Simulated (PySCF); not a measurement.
C$_{4}$H$_{12}$Ge, triplet, at the geometry of the source list (a higher spin typed on purpose: for a closed-shell molecule this is an excited state); HF/6-31G in PySCF.

Here is a job for PySCF.
```python
from pyscf import gto, scf

mol = gto.M(
    atom='''
Ge    0.73830000    1.69310000    0.19690000
C    -0.05660000   -0.13480000   -0.01790000
C    -0.23480000   -0.76880000    1.35770000
C     0.87540000   -0.99630000   -0.86300000
C    -1.41360000   -0.01690000   -0.70370000
H     1.96980000    1.67370000    1.04740000
H     1.12640000    2.30020000   -1.12050000
H    -0.22250000    2.64310000    0.84550000
H    -0.66120000   -1.77000000    1.26630000
H     0.72300000   -0.85220000    1.86990000
H    -0.90450000   -0.16830000    1.97240000
H     1.84840000   -1.09430000   -0.38190000
H     1.02290000   -0.55210000   -1.84820000
H     0.45900000   -1.99480000   -0.99710000
H    -1.30850000    0.41750000   -1.69900000
H    -2.08280000    0.61920000   -0.11980000
H    -1.87860000   -0.99840000   -0.80510000
''',
    basis='6-31g',
    spin=2,
    verbose=4,
)

mf = scf.UHF(mol)
mf.kernel()
```

It wrote (shortened):

```
PySCF version 2.14.0

[INPUT] verbose = 4
[INPUT] num. atoms = 17
[INPUT] num. electrons = 68
[INPUT] charge = 0
[INPUT] spin (= nelec alpha-beta = 2S) = 2
[INPUT] symmetry False subgroup None
[INPUT] Mole.unit = angstrom
[INPUT] Symbol           X                Y                Z      unit          X                Y                Z       unit  Magmom
[INPUT]  1 Ge     0.738300000000   1.693100000000   0.196900000000 AA    1.395184797766   3.199495301501   0.372087073927 Bohr   0.0
[INPUT]  2 C     -0.056600000000  -0.134800000000  -0.017900000000 AA   -0.106958498650  -0.254735081591  -0.033826097630 Bohr   0.0
[INPUT]  3 C     -0.234800000000  -0.768800000000   1.357700000000 AA   -0.443707694048  -1.452821444566   2.565681159322 Bohr   0.0
[INPUT]  4 C      0.875400000000  -0.996300000000  -0.863000000000 AA    1.654266249444  -1.882734137904  -1.630833645500 Bohr   0.0
[INPUT]  5 C     -1.413600000000  -0.016900000000  -0.703700000000 AA   -2.671316849685  -0.031936371505  -1.329800273856 Bohr   0.0
[INPUT]  6 H      1.969800000000   1.673700000000   1.047400000000 AA    3.722382520168   3.162834614685   1.979299142869 Bohr   0.0
[INPUT]  7 H      1.126400000000   2.300200000000  -1.120500000000 AA    2.128587506710   4.346748031725  -2.117438122575 Bohr   0.0
[INPUT]  8 H     -0.222500000000   2.643100000000   0.845500000000 AA   -0.420464062716   4.994735119838   1.597763438320 Bohr   0.0
[INPUT]  9 H     -0.661200000000  -1.770000000000   1.266300000000 AA   -1.249486913562  -3.344815240480   2.392960191537 Bohr   0.0
[INPUT] 10 H      0.723000000000  -0.852200000000   1.869900000000 AA    1.366271988061  -1.610424603354   3.533598880324 Bohr   0.0
[INPUT] 11 H     -0.904500000000  -0.168300000000   1.972400000000 AA   -1.709257279669  -0.318040906764   3.727295808092 Bohr   0.0
[INPUT] 12 H      1.848400000000  -1.094300000000  -0.381900000000 AA    3.492969768646  -2.067927298112  -0.721686406971 Bohr   0.0
[INPUT] 13 H      1.022900000000  -0.552100000000  -1.848200000000 AA    1.933000852818  -1.043317793372  -3.492591823421 Bohr   0.0
[INPUT] 14 H      0.459000000000  -1.994800000000  -0.997100000000 AA    0.867384291175  -3.769625673282  -1.884245918804 Bohr   0.0
[INPUT] 15 H     -1.308500000000   0.417500000000  -1.699000000000 AA   -2.472706633993   0.788960657006  -3.210644685636 Bohr   0.0
[INPUT] 16 H     -2.082800000000   0.619200000000  -0.119800000000 AA   -3.935921572244   1.170118416331  -0.226389189723 Bohr   0.0
[INPUT] 17 H     -1.878600000000  -0.998400000000  -0.805100000000 AA   -3.550039497608  -1.886702562766  -1.521418502887 Bohr   0.0

nuclear repulsion = 378.1253332172
number of shells = 55
number of NR pGTOs = 226
number of NR cGTOs = 87
basis = 6-31g
ecp = {}

******** <class 'pyscf.scf.uhf.UHF'> ********
method = UHF
initial guess = minao
damping factor = 0
level_shift factor = 0
DIIS = <class 'pyscf.scf.diis.CDIIS'>
diis_start_cycle = 1
diis_space = 8
diis_damp = 0
SCF conv_tol = 1e-09
SCF conv_tol_grad = None
SCF max_cycles = 50
direct_scf = True
direct_scf_tol = 1e-13
number electrons alpha = 35  beta = 33
Set gradient conv threshold to 3.16228e-05
init E= -2233.42855919284

cycle= 1 E= -2233.05162610022  delta_E= 0.377  |g|= 0.266  |ddm|= 4.13

cycle= 2 E= -2233.11619444952  delta_E= -0.0646  |g|= 0.113  |ddm|= 1.01

cycle= 3 E= -2233.12806816563  delta_E= -0.0119  |g|= 0.0489  |ddm|= 0.399
cycle= 4 E= -2233.13254253227  delta_E= -0.00447  |g|= 0.0214  |ddm|= 0.423
cycle= 5 E= -2233.13404715623  delta_E= -0.0015  |g|= 0.0111  |ddm|= 0.311
cycle= 6 E= -2233.13445888337  delta_E= -0.000412  |g|= 0.00544  |ddm|= 0.192
cycle= 7 E= -2233.13456540122  delta_E= -0.000107  |g|= 0.00216  |ddm|= 0.11
cycle= 8 E= -2233.13458222416  delta_E= -1.68e-05  |g|= 0.000931  |ddm|= 0.0393
cycle= 9 E= -2233.13458512524  delta_E= -2.9e-06  |g|= 0.00035  |ddm|= 0.0163
cycle= 10 E= -2233.1345854773  delta_E= -3.52e-07  |g|= 0.000132  |ddm|= 0.00498
cycle= 11 E= -2233.13458551847  delta_E= -4.12e-08  |g|= 5.03e-05  |ddm|= 0.0013
cycle= 12 E= -2233.13458552403  delta_E= -5.56e-09  |g|= 1.92e-05  |ddm|= 0.000294
cycle= 13 E= -2233.13458552491  delta_E= -8.82e-10  |g|= 8.04e-06  |ddm|= 0.000107
Extra cycle  E= -2233.13458552502  delta_E= -1.09e-10  |g|= 5.04e-06  |ddm|= 4.22e-05
converged SCF energy = -2233.13458552502  <S^2> = 2.0126349  2S+1 = 3.0084115
```
